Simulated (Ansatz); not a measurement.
Saddle point of Si₂H₇ClO, singlet (Si₂H₆O ([OH][SiH2][SiH3]) + HCl → Si₂H₅Cl ([SiH3][SiH2][Cl]) + H₂O; bonds formed: Si1–Cl7, O2–H6; bonds broken: Si1–O2, H6–Cl7), PBE0-D4/def2-TZVP structure:

Si1  (-0.021, 0.222, -0.628)
O2  (-1.284, 1.532, 0.067)
H3  (-1.300, -0.316, -1.247)
H4  (0.698, 0.659, -1.849)
Si5  (0.734, -1.641, 0.560)
H6  (-0.755, 2.269, 0.430)
Cl7  (1.295, 1.598, 0.695)
H8  (-1.987, 1.810, -0.533)
H9  (0.310, -2.901, -0.114)
H10  (2.210, -1.632, 0.713)
H11  (0.102, -1.601, 1.907)
(Å)

Energies are electronic, without zero-point energy. Barriers and step energies count from the start structure reached by relaxing down the imaginary mode; all methods use the PBE0-D4 structures, on which another method's saddle can fall below an end. Ansatz 0.2.0; basis: def2-TZVPP, with def2-QZVPP for the basis limit; cores frozen in the correlated methods. B3LYP uses VWN-RPA correlation. Extrapolation: Hartree–Fock as exp(−7.88 √X), correlation as X^−2.97.

```
      method  barrier (kcal/mol)  step energy (kcal/mol)
       SPW92                   ?                    1.87
      PBE-D4               16.65                   -1.12
     BLYP-D4               20.56                    0.55
   r2SCAN-D4               18.11                   -0.49
      B97M-V               18.82                   -0.35
     PBE0-D4               17.73                   -1.25
    B3LYP-D4               21.16                    0.46
  r2SCAN0-D4               18.55                   -0.72
    BHLYP-D4               22.22                    0.41
CAM-B3LYP-D4               21.99                    1.56
     wB97X-V                   ?                   -0.38
     wB97M-V               18.25                   -0.83
      B2PLYP               21.86                    0.25
    PBE-QIDH               19.11                   -0.96
  RPA on PBE               22.83                    0.23
          HF               28.05                   -0.58
         MP2                   ?                   -0.24
        CCSD               23.00                    0.05
     CCSD(T)               21.76                    0.04
```

**Question.** Fill in the withheld barriers. (To be estimated.)

**Answer.** Computed: wB97X-V 20.27; MP2 20.63; SPW92 12.82 kcal/mol. Each is the energy of the saddle less that of the start structure, by the same method.

For comparison, the barrier by CCSD(T) at an estimated basis limit (MP2 extrapolated from triple and quadruple zeta, plus CCSD(T) − MP2 in triple zeta) is 20.04 kcal/mol.

No T1 diagnostic of these runs exceeds 0.012.

Hydrogen chloride, the by-product of chloride precursors, can attack films and sites by steps of this kind.

Labels in which every atom is bracketed show which atoms are joined, not bond orders.

For scale, one of the runs: CCSD(T)/def2-TZVPP, 255 basis functions, launched by `ansatz run in.yaml --threads 3 --pin off --events-out ev --progress --plain --max-ram 6092MiB`. The run took 2.3 min on 3 CPU threads of an Intel Xeon (shared host), with 2.4 GiB of host memory at its peak.
